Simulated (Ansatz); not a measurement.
```xyz
9

C    -0.546    0.237    2.668
C    -0.421    0.108    1.466
Zr   -0.240   -0.136   -0.716
O     0.381    1.513   -1.440
O     0.969   -1.571   -1.045
F    -1.951   -0.556   -1.450
H    -0.658    0.351    3.723
H     0.817    2.234   -1.886
H     1.649   -2.180   -1.319
```

Charge 0, multiplicity 1. Zr takes the def2 core potential.

**Question.** List the PBE/def2-TZVPP orbital energies in eV (Ansatz 0.2.0). (Estimate.)

**Answer.** The calculation gave: Occupied: -659.16, -510.47, -510.47, -268.77, -268.19, -55.03, -33.23, -33.02, -32.57, -27.41, -24.28, -24.09, -17.89, -12.96, -12.71, -12.45, -10.12, -9.64, -9.60, -8.72, -8.36, -8.28, -7.97, -7.96, -6.74, -6.70. Lowest empty: -1.96, -1.85, -0.91, -0.51, -0.43, -0.27, 0.01, 0.50.
